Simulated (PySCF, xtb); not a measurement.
ZnF, SMILES [F][Zn] (connectivity only; charge and spin as stated), neutral, multiplicity 2.

Harmonic wavenumbers (cm⁻¹) from GFN2-xTB run with xtb at its own minimum, in rising order: 346.

### Question
What does r2SCAN-D4/def2-TZVPD (PySCF) give at its own minimum? (The exact figures need the calculation; the answer reports its results.)

### Answer
599. Paired by order, the mean absolute difference is 254 cm⁻¹ and the zero-point energies are 0.5 and 0.9 kcal/mol.
